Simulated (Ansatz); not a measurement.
One change: `[SH][In]([Br])[Br]` becomes `[Cl][In]([Br])[Br]`.

Ansatz, PBE0-D4/def2-TZVP geometries, multiplicity 1. Each molecule was computed in one conformer, which needn't be the lowest.

Elements past krypton have def2 core potentials. Scalar relativity is left out up to krypton.

```json
{"property": "LUMO energy (PBE/def2-TZVPP) / eV", "`[SH][In]([Br])[Br]`": "-3.38"}
{"property": "zero-point energy (PBE0-D4/def2-TZVP) / kJ/mol", "`[SH][In]([Br])[Br]`": "28.4"}
{"property": "LUMO energy (B3LYP/def2-TZVPP) / eV", "`[SH][In]([Br])[Br]`": "-2.84"}
{"property": "HOMO–LUMO gap (PBE0/def2-TZVPP) / eV", "`[SH][In]([Br])[Br]`": "5.62"}
{"property": "size of the dipole moment (PBE/def2-TZVPP) / D", "`[SH][In]([Br])[Br]`": "1.32"}
{"property": "HOMO energy (B3LYP/def2-TZVPP) / eV", "`[SH][In]([Br])[Br]`": "-7.92"}
```

(1) What does the change do to each property? (An estimate is asked.)

Answers

(1) Computed: 
```tsv
property	`[Cl][In]([Br])[Br]`	shift
LUMO energy (PBE/def2-TZVPP) / eV	-3.77	-0.39
zero-point energy (PBE0-D4/def2-TZVP) / kJ/mol	6.8	-21.6
LUMO energy (B3LYP/def2-TZVPP) / eV	-3.24	-0.40
HOMO–LUMO gap (PBE0/def2-TZVPP) / eV	5.90	0.28
size of the dipole moment (PBE/def2-TZVPP) / D	0.42	-0.90
HOMO energy (B3LYP/def2-TZVPP) / eV	-8.56	-0.64
```

With PBE0 the HOMO falls by 0.67 eV and the LUMO falls by 0.39 eV, so the gap widens by about 0.28 eV. PBE moves the HOMO by -0.60 eV and ωB97M-V by -0.69 eV. The zero-point energy changes by -21.6 kJ/mol with -3 modes. Dipoles are sizes alone; their direction can turn.

B3LYP here is the variant with VWN-RPA as its local correlation; programs differ in this.

Spin–orbit coupling is left out; it splits and shifts lone-pair levels of the heavy atoms by tenths of an eV.
